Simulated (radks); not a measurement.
Results of a calculation; reference values are marked as such.
Question: All-electron atom: Sb in [Kr] 4d10 5s2 5p3. Code: a radial shooting solver on a logarithmic mesh with Libxc functionals. Model: scalar-relativistic Kohn-Sham, PBEsol, spin-unpolarised, spherical densities, finite nucleus; Fermi nuclear charge, rms radius 4.6802 fm; hard spherical wall at 3 bohr. Some entries of the table are withheld. Estimate them.

| orbital | occ. | eigenvalue (Ry) | <1/r> (bohr^-1) | <r> (bohr) |
|---|---|---|---|---|
| 1s | 2 | -2224.569 | 54.30 | 0.02843 |
| 2s | 2 | (1) | 12.41 | 0.1227 |
| 2p | 6 | -302.7024 | 11.91 | 0.1072 |
| 3s | 2 | (2) | 4.419 | (3) |
| 3p | 6 | -53.67749 | 4.206 | 0.3290 |
| 3d | 10 | -36.45987 | 3.974 | (4) |
| 4s | 2 | -9.57736 | 1.753 | 0.7939 |
| 4p | 6 | -6.14262 | 1.591 | 0.8586 |
| 4d | 10 | -1.18752 | 1.273 | 1.043 |
| 5s | 2 | 0.48663 | 0.7318 | 1.751 |
| 5p | 3 | 1.48175 | (5) | 1.818 |
| 4f | 0 | (6) | 0.7272 | 1.612 |
| 5d | 0 | 3.27813 | 0.7578 | 1.833 |
| 6s | 0 | 6.29014 | 0.8352 | 1.801 |

Answer: 
(1) 2s eigenvalue (Ry): -337.2843
(2) 3s eigenvalue (Ry): -64.94894
(3) 3s <r> (bohr): 0.3308
(4) 3d <r> (bohr): 0.3057
(5) 5p <1/r> (bohr^-1): 0.7116
(6) 4f eigenvalue (Ry): 3.13496
